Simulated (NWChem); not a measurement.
System: C₄H₄O₂; SMILES Oc1ccco1

NWChem input:

```
start job
memory heap 200 mb stack 900 mb global 1100 mb
geometry units angstroms noautosym nocenter noautoz
  O     -0.103402     1.992523     0.000000
  C      0.074405     0.671603     0.000000
  C      1.167888    -0.148802     0.000000
  C      0.629072    -1.479144     0.000000
  C     -0.722542    -1.347830     0.000000
  O     -1.060784    -0.027300     0.000000
  H      0.759545     2.418783     0.000000
  H      2.213307     0.150277     0.000000
  H      1.188087    -2.412600     0.000000
  H     -1.550054    -2.050475     0.000000
end
basis spherical
  * library def2-svp
end
dft
  xc pbe0
  iterations 150
end
cosmo
  do_cosmo_smd true
  solvent water
end
task dft energy
```

Output (shortened):

```
             Northwest Computational Chemistry Package (NWChem) 7.3.0
             --------------------------------------------------------

                             Geometry "geometry" -> ""
                             -------------------------

 Output coordinates in angstroms (scale by  1.889725989 to convert to a.u.)

  No.       Tag          Charge          X              Y              Z
 ---- ---------------- ---------- -------------- -------------- --------------
    1 O                    8.0000    -0.10340200     1.99252300     0.00000000
    2 C                    6.0000     0.07440500     0.67160300     0.00000000
    3 C                    6.0000     1.16788800    -0.14880200     0.00000000
    4 C                    6.0000     0.62907200    -1.47914400     0.00000000
    5 C                    6.0000    -0.72254200    -1.34783000     0.00000000
    6 O                    8.0000    -1.06078400    -0.02730000     0.00000000
    7 H                    1.0000     0.75954500     2.41878300     0.00000000
    8 H                    1.0000     2.21330700     0.15027700     0.00000000
    9 H                    1.0000     1.18808700    -2.41260000     0.00000000
   10 H                    1.0000    -1.55005400    -2.05047500     0.00000000

 Effective nuclear repulsion energy (a.u.)     225.5365380484

                                 NWChem DFT Module
                                 -----------------

 Summary of "ao basis" -> "ao basis" (spherical)
 ------------------------------------------------------------------------------
       Tag                 Description            Shells   Functions and Types
 ---------------- ------------------------------  ------  ---------------------
 O                          def2-svp                 6       14   3s2p1d
 C                          def2-svp                 6       14   3s2p1d
 H                          def2-svp                 3        5   2s1p

 in cosmo_initialize ...
 calling solv_data for solv:h2o

 solvent parameters
 solvname_short: h2o
 solvname_long:  water
 dielec:       78.4000
 dielecinf:     1.7769
 aqueous SMD model solvent descriptors
 dielec:       78.4000
 sola:          0.8200

          ---------------
          -cosmo- solvent
          ---------------
 Cosmo: York-Karplus, doi: 10.1021/jp992097l
 dielectric constant -eps-     =  78.40
 screen = (eps-1)/(eps    )    =   0.98724
 surface charge correction     = lagrangian

   van der Waals surface
 --------------------------

 ---------- ATOMIC COORDINATES (A.U.) ------------ VDWR(ANG.) --
     1   -0.19540145    3.76532250    0.00000000     1.520
     2    0.14060506    1.26914564    0.00000000     1.850
     3    2.20698831   -0.28119501    0.00000000     1.850
     4    1.18877371   -2.79517686    0.00000000     1.850
     5   -1.36540640   -2.54702938    0.00000000     1.850
     6   -2.00459109   -0.05158952    0.00000000     1.520
     7    1.43533193    4.57083710    0.00000000     1.200
     8    4.18254376    0.28398235    0.00000000     1.200
     9    2.24515888   -4.55915292    0.00000000     1.200
    10   -2.92917733   -3.87483590    0.00000000     1.200
 number of segments per atom =        128
 number of   points per atom =        128
 atom (   nspa,  nppa )
 ----------------------
    1 (     66,     0 )       0
    2 (     42,     0 )       0
    3 (     52,     0 )       0
    4 (     52,     0 )       0
    5 (     58,     0 )       0
    6 (     46,     0 )       0
    7 (     68,     0 )       0
    8 (     52,     0 )       0
    9 (     54,     0 )       0
   10 (     54,     0 )       0
 number of -cosmo- surface points =      544
 molecular surface =    106.242 angstrom**2
 molecular volume  =     81.285 angstrom**3
 -lineq- algorithm             =   0
 -bem- low  level              =   3
 -bem- from -octahedral-
 gaussian surface charge width =   4.50000
 degree of switching           =   1.00000
 switching function tolerance  =   0.00010
 atomic radii =
 --------------
    1  8.000  1.520
    2  6.000  1.850
    3  6.000  1.850
    4  6.000  1.850
    5  6.000  1.850
    6  8.000  1.520
    7  1.000  1.200
    8  1.000  1.200
    9  1.000  1.200
   10  1.000  1.200
 ...... end of -cosmo- initialization ......

 nat:                    10
 ixmem:                  5529
 calling mnsol_interface()
 G(SMD-CDS) energy (kcal/mol)  =     4.559
 SMD-CDS SASA (angstrom**2)    =   132.238

            General Information
            -------------------
          SCF calculation type: DFT
          Wavefunction type:  closed shell.
          No. of atoms     :    10
          No. of electrons :    44
           Alpha electrons :    22
            Beta electrons :    22
          Charge           :     0
          Spin multiplicity:     1
          Use of symmetry is: off; symmetry adaption is: off
          Maximum number of iterations: 150
          AO basis - number of functions:   104
                     number of shells:    48
          Convergence on energy requested:  1.00D-06
          Convergence on density requested:  1.00D-05
          Convergence on gradient requested:  5.00D-04

              XC Information
              --------------
                         PBE0 Method XC Functional
                     Hartree-Fock (Exact) Exchange  0.250
          PerdewBurkeErnzerhof Exchange Functional  0.750
            Perdew 1991 LDA Correlation Functional  1.000 local
           PerdewBurkeErnz. Correlation Functional  1.000 non-local

             Grid Information
             ----------------
          Grid used for XC integration:  medium
          Radial quadrature: Mura-Knowles
          Angular quadrature: Lebedev.
          Tag              B.-S. Rad. Rad. Pts. Rad. Cut. Ang. Pts.
          ---              ---------- --------- --------- ---------
          O                   0.60       49          12.0       434
          C                   0.70       49          11.0       434
          H                   0.35       45          12.0       434
          Grid pruning is: on
          Number of quadrature shells:   474
          Spatial weights used:  Erf1

      Superposition of Atomic Density Guess
      -------------------------------------

 Sum of atomic energies:        -301.87866589

      Non-variational initial energy
      ------------------------------

 Total energy =    -305.670277
 1-e energy   =    -857.299889
 2-e energy   =     326.093074
 HOMO         =      -0.202499
 LUMO         =       0.055743

   convergence    iter        energy       DeltaE   RMS-Dens  Diis-err
 ---------------- ----- ----------------- --------- --------- ---------
     COSMO gas phase
 d= 0,ls=0.0,diis     1   -304.5947733965 -5.30D+02  1.01D-02  7.58D-01
 d= 0,ls=0.0,diis     2   -304.6054097589 -1.06D-02  5.73D-03  7.46D-01
 d= 0,ls=0.0,diis     3   -304.6785750198 -7.32D-02  1.97D-03  4.39D-02
 d= 0,ls=0.0,diis     4   -304.6830817233 -4.51D-03  7.25D-04  8.14D-03
 d= 0,ls=0.0,diis     5   -304.6839938762 -9.12D-04  1.50D-04  7.24D-04
  Resetting Diis
 d= 0,ls=0.0,diis     6   -304.6840600103 -6.61D-05  4.49D-05  2.13D-05
 d= 0,ls=0.0,diis     7   -304.6840621256 -2.12D-06  3.89D-05  4.41D-06
 d= 0,ls=0.0,diis     8   -304.6840611683  9.57D-07  2.40D-05  1.24D-05
 d= 0,ls=0.0,diis     9   -304.6840626719 -1.50D-06  1.76D-06  4.69D-08
 d= 0,ls=0.0,diis    10   -304.6840626762 -4.34D-09  7.64D-07  7.95D-09

   convergence    iter        energy       DeltaE   RMS-Dens  Diis-err
 ---------------- ----- ----------------- --------- --------- ---------
     COSMO solvation phase
 d= 0,ls=0.0,diis     1   -304.6901353862 -6.07D-03  2.70D-03  8.36D-03
 d= 0,ls=0.0,diis     2   -304.6919663543 -1.83D-03  4.85D-04  2.51D-03
 d= 0,ls=0.0,diis     3   -304.6921466030 -1.80D-04  2.14D-04  8.76D-04
 d= 0,ls=0.0,diis     4   -304.6922237476 -7.71D-05  7.09D-05  9.72D-05
 d= 0,ls=0.0,diis     5   -304.6922335032 -9.76D-06  1.84D-05  5.70D-06
 d= 0,ls=0.0,diis     6   -304.6922341321 -6.29D-07  4.79D-06  4.61D-07

         Total DFT energy =     -304.692234132060
      One electron energy =     -861.880506530331
           Coulomb energy =      371.209186106960
    Exchange-Corr. energy =      -40.022915484832
 Nuclear repulsion energy =      225.536538048448

             COSMO energy =        0.465463727696

 Numeric. integr. density =       43.999993280060

                                COSMO-SMD solvation results
                                ---------------------------

             internal energy in gas <Psi(g)|H|Psi(g)> =      -304.684062676198
         internal energy in solvent <Psi(s)|H|Psi(s)> =      -304.681558916832
                               delta internal energy  =         0.002503759365 (    1.57 kcal/mol)
   total free energy in solvent <Psi(s)|H+V/2|Psi(s)> =      -304.699499878797
 polarization energy contribution <Psi(s)|V/2|Psi(s)> =        -0.017940961964 (  -11.26 kcal/mol)
    total free energy in solvent including G(SMD-CDS) =      -304.692234132060
                       G(SMD-CDS) energy contribution =         0.007265746737 (    4.56 kcal/mol)
     1 M fixed-concentration free energy of solvation =        -0.008171455862 (   -5.13 kcal/mol)

                       DFT Final Molecular Orbital Analysis
                       ------------------------------------

 Vector   20  Occ=2.000000D+00  E=-3.893265D-01
              MO Center=  9.8D-03,  7.1D-02, -5.8D-09, r^2= 3.6D+00
   Bfn.  Coefficient  Atom+Function         Bfn.  Coefficient  Atom+Function
  ----- ------------  ---------------      ----- ------------  ---------------
    33     -0.307536   3 C  py                4      0.286927   1 O  px
    74      0.229305   6 O  px               18     -0.224889   2 C  px
    47      0.215891   4 C  py               60     -0.188984   5 C  px
    46      0.184030   4 C  px                7      0.178660   1 O  px
   100      0.173839  10 H  s                 5     -0.160476   1 O  py

 Vector   21  Occ=2.000000D+00  E=-3.026792D-01
              MO Center=  3.6D-01, -7.1D-01, -1.5D-09, r^2= 2.1D+00
   Bfn.  Coefficient  Atom+Function         Bfn.  Coefficient  Atom+Function
  ----- ------------  ---------------      ----- ------------  ---------------
    48      0.362989   4 C  pz               76     -0.333566   6 O  pz
    34      0.321615   3 C  pz               79     -0.263416   6 O  pz
    51      0.248735   4 C  pz               37      0.228155   3 C  pz
    62      0.139855   5 C  pz               65      0.072432   5 C  pz
     6     -0.049276   1 O  pz               20      0.047197   2 C  pz

 Vector   22  Occ=2.000000D+00  E=-2.232803D-01
              MO Center=  8.5D-02, -1.9D-01, -4.4D-10, r^2= 3.0D+00
   Bfn.  Coefficient  Atom+Function         Bfn.  Coefficient  Atom+Function
  ----- ------------  ---------------      ----- ------------  ---------------
    62      0.366093   5 C  pz               20     -0.322586   2 C  pz
    34     -0.292238   3 C  pz               65      0.285365   5 C  pz
     6      0.276342   1 O  pz               37     -0.254068   3 C  pz
     9      0.243180   1 O  pz               23     -0.202497   2 C  pz
    48      0.180957   4 C  pz               51      0.145941   4 C  pz

 Vector   23  Occ=0.000000D+00  E= 2.630294D-02
              MO Center= -1.9D-01, -6.6D-01,  2.3D-09, r^2= 2.8D+00
   Bfn.  Coefficient  Atom+Function         Bfn.  Coefficient  Atom+Function
  ----- ------------  ---------------      ----- ------------  ---------------
    65      0.561775   5 C  pz               51     -0.463884   4 C  pz
    62      0.392005   5 C  pz               23      0.374639   2 C  pz
    20      0.362152   2 C  pz               79     -0.356044   6 O  pz
    76     -0.313200   6 O  pz               48     -0.297903   4 C  pz
     9     -0.170888   1 O  pz                6     -0.150729   1 O  pz

 Vector   24  Occ=0.000000D+00  E= 8.028293D-02
              MO Center=  5.9D-01, -2.9D-01,  8.8D-09, r^2= 2.8D+00
   Bfn.  Coefficient  Atom+Function         Bfn.  Coefficient  Atom+Function
  ----- ------------  ---------------      ----- ------------  ---------------
    37      0.740228   3 C  pz               51     -0.609079   4 C  pz
    23     -0.545886   2 C  pz               20     -0.415013   2 C  pz
    34      0.396609   3 C  pz               65      0.327662   5 C  pz
    48     -0.316799   4 C  pz                9      0.199262   1 O  pz
    62      0.176722   5 C  pz                6      0.159090   1 O  pz

 Vector   25  Occ=0.000000D+00  E= 8.356734D-02
              MO Center=  9.9D-01,  2.0D+00, -8.9D-09, r^2= 3.7D+00
   Bfn.  Coefficient  Atom+Function         Bfn.  Coefficient  Atom+Function
  ----- ------------  ---------------      ----- ------------  ---------------
    86      1.137192   7 H  s                 3     -0.814988   1 O  s
    91      0.642117   8 H  s                35     -0.523309   3 C  px
    21     -0.445495   2 C  px               73     -0.440954   6 O  s
    59      0.319090   5 C  s                 7     -0.252695   1 O  px
    22      0.234222   2 C  py               17     -0.223099   2 C  s

     Multipole analysis of the density
     ---------------------------------

     L   x y z        total         alpha         beta         nuclear
     -   - - -        -----         -----         ----         -------
     0   0 0 0     -0.000000    -22.000000    -22.000000     44.000000

     1   1 0 0      0.978848      0.309584      0.309584      0.359681
     1   0 1 0      0.165222      0.080030      0.080030      0.005161
     1   0 0 1      0.000000      0.000000      0.000000      0.000000

     2   2 0 0    -23.080524    -68.858119    -68.858119    114.635714
     2   1 1 0      4.541687      1.230675      1.230675      2.080337
     2   1 0 1     -0.000000     -0.000000     -0.000000      0.000000
     2   0 2 0    -20.201677   -143.179333   -143.179333    266.156988
     2   0 1 1      0.000000      0.000000      0.000000      0.000000
     2   0 0 2    -27.376942    -13.688471    -13.688471      0.000000
```

Level: PBE0/def2-SVP, SMD on the gas-phase geometry. Coordinates come from a PBE0/def2-SVP optimisation. Solvent: water.
